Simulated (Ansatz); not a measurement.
BBrClH (`ClBBr`), 4 atoms. Charge 0, multiplicity 1. Correlated methods include outer-core shells of Br, which these sets cover unevenly. Scalar relativity is left out up to krypton. All runs use 2 threads of a server CPU on a shared host. Correlated methods freeze the cores. Open-shell runs search over several starts.

(1) Give the basis size and wall time and peak host memory of each of these runs in Ansatz. RHF-CCSD(T)/def2-SVP energy; RHF-MP2/def2-QZVPP energy; RKS PBE-D4/def2-TZVPP energy and forces; RKS ωB97M-V/def2-SVP energy; RHF-CCSD(T)/def2-TZVPP energy; UHF-CCSD(T)/def2-TZVPP energy of the cation; UKS ωB97X-V/def2-TZVPP energy of the cation; RKS ωB97M-V/def2-TZVPP energy and forces; RKS ωB97M-V/def2-QZVPP energy; RKS PBE0-D4/def2-TZVP relaxation (5 steps); RKS PBE0-D4/def2-QZVPP energy; RKS PBE0-D4/def2-TZVP frequencies. (An estimate is asked.)

## Answers

(1) The calculation gave: Other jobs shared the machine, so times are rough.

```json
{"level": "RHF-CCSD(T)/def2-SVP", "job": "energy", "functions": "69", "wall time": "1.1 s", "peak host memory (GiB)": "0.16"}
{"level": "RKS PBE-D4/def2-TZVPP", "job": "energy and forces", "functions": "135", "wall time": "1.2 s", "peak host memory (GiB)": "0.16"}
{"level": "RKS ωB97M-V/def2-SVP", "job": "energy", "functions": "69", "wall time": "2.4 s", "peak host memory (GiB)": "0.19"}
{"level": "RKS PBE0-D4/def2-QZVPP", "job": "energy", "functions": "246", "wall time": "3.7 s", "peak host memory (GiB)": "0.59"}
{"level": "RKS ωB97M-V/def2-TZVPP", "job": "energy and forces", "functions": "135", "wall time": "5 s", "peak host memory (GiB)": "0.35"}
{"level": "RHF-MP2/def2-QZVPP", "job": "energy", "functions": "246", "wall time": "6.5 s", "peak host memory (GiB)": "0.68"}
{"level": "RHF-CCSD(T)/def2-TZVPP", "job": "energy", "functions": "135", "wall time": "6.5 s", "peak host memory (GiB)": "0.56"}
{"level": "RKS ωB97M-V/def2-QZVPP", "job": "energy", "functions": "246", "wall time": "8.5 s", "peak host memory (GiB)": "0.78"}
{"level": "RKS PBE0-D4/def2-TZVP", "job": "relaxation (5 steps)", "functions": "122", "wall time": "11 s", "peak host memory (GiB)": "0.25"}
{"level": "UKS ωB97X-V/def2-TZVPP", "job": "energy of the cation", "functions": "135", "wall time": "20 s", "peak host memory (GiB)": "0.67"}
{"level": "RKS PBE0-D4/def2-TZVP", "job": "frequencies", "functions": "122", "wall time": "21 s", "peak host memory (GiB)": "0.25"}
{"level": "UHF-CCSD(T)/def2-TZVPP", "job": "energy of the cation", "functions": "135", "wall time": "33 s", "peak host memory (GiB)": "1.1"}
```
